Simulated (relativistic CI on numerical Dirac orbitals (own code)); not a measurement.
Ti⁺ in a cubic cluster: L2,3 absorption with charge transfer

Computed with a charge-transfer multiplet model of a cubic metal-ligand cluster with up to one ligand hole, Slater and spin-orbit integrals from Dirac-Coulomb-Breit ions, Slater integrals scaled by 0.8. The ground state mixes d3 with configurations of k ligand holes L, whose averages lie at kΔ + k(k − 1)U_dd/2; a core hole lowers each added d electron by U_cd. 300 K, Lorentzian 0.4 eV and Gaussian 0.3 eV FWHM.

Atomic integrals in eV (Slater integrals scaled, ζ unscaled), ground: F2dd 5.409, F4dd 3.320, zeta_d 0.009; with the core hole: F2dd 6.267, F4dd 3.860, zeta_d 0.017, zeta_core 3.750, F2cd 3.325, G1cd 2.308, G3cd 1.307.

Cluster parameters (eV): Δ = 9, U_cd = 6.6, 10Dq = 0.35, 10Dq(ligand) = 1, V(eg) = 1.2, V(t2g) = -0.61, final-state hopping factor = 0.8.

```json
{"Case": "U_dd = 3.6 eV", "n_d": "3.07", "d3": "0.93", "d4L": "0.07", "S": "1.50"}
{"Case": "U_dd = 4.3 eV", "n_d": "3.07", "d3": "0.93", "d4L": "0.07", "S": "1.50"}
{"Case": "U_dd = 5.7 eV", "n_d": "3.07", "d3": "0.93", "d4L": "0.07", "S": "1.50"}
```

Weights, n_d and S are thermal averages at 300 K. Photon energies count from the first peak over 30 % of the highest in each spectrum, which can be another peak from case to case. The parameters are a model scan and need not match a compound or its usual spin state. Peaks in eV (height, largest 100):
- U_dd = 3.6 eV: 0.0 (100), 4.2 (41), 5.1 (44), 6.1 (57)
- U_dd = 4.3 eV: 0.0 (100), 1.9 (21), 4.2 (41), 5.0 (45), 6.1 (57)
- U_dd = 5.7 eV: 0.0 (100), 1.9 (21), 4.2 (41), 5.0 (45), 6.1 (57)

Curve for U_dd = 5.7 eV (points under 2 left out, the grid thinned):

(E (eV), Intensity): (-3.1, 2.2), (-2.8, 3.2), (-2.5, 3.9), (-2.3, 5.2), (-2.0, 9.3), (-1.7, 13.8), (-1.5, 16.2), (-1.2, 22.8), (-0.9, 38.4), (-0.6, 62.3), (-0.3, 91.6), (-0.1, 99.9), (0.2, 94.2), (0.5, 82.4), (0.7, 65.8), (1.0, 46.5), (1.3, 30.7), (1.6, 21.8), (1.9, 20.6), (2.1, 18.4), (2.4, 11.8), (2.7, 8.4), (2.9, 8.1), (3.2, 10.3), (3.5, 18.5), (3.8, 32.2), (4.1, 40.7), (4.3, 38.7), (4.6, 35.4), (4.9, 43.1), (5.1, 43.5), (5.4, 37.7), (5.7, 47.1), (6.0, 57.1), (6.3, 50.7), (6.5, 37.1), (6.8, 19.5), (7.1, 11.9), (7.3, 8.8), (7.6, 5.7), (7.9, 4.5), (8.2, 3.8), (8.5, 3.1), (8.7, 2.6), (9.0, 2.0)

For the case U_dd = 5.7 eV, Δ = 9 eV is larger than U_dd = 5.7 eV, the Mott-Hubbard side of the Zaanen-Sawatzky-Allen scheme. With the core hole the configuration with one ligand hole lies at Δ + U_dd − U_cd = 6.0, 6.7, 8.1 eV from the one without, in the order of the table; where this is negative the screened configuration lies lower.
